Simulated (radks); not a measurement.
The numbers below are computed, except where a source is named.
Task: The phosphorus ion P4+, [Ne] 3s1. Level of theory: non-relativistic Kohn-Sham, exchange-only PBE, spin-polarised, spherical densities, point nucleus (a radial shooting solver on a logarithmic mesh with Libxc functionals). Every spin shell is full or empty, so the densities are truly spherical. Functionals are evaluated on that one density, not self-consistently. Rank these exchange functionals by their error against the exact value of the orbitals, and give that value: LDA, PBEsol, RPBE, PW91, WC, AM05, EV93, revTPSS.

Result: Exact: -21.2899 hartree. From best to worst, with 100 (|E| - |E exact|)/|E exact| (equal figures are ties): RPBE +0.03, PW91 -0.19, revTPSS -0.41, EV93 +1.43, WC -1.72, PBEsol -3.66, AM05 -7.23, LDA -8.37.
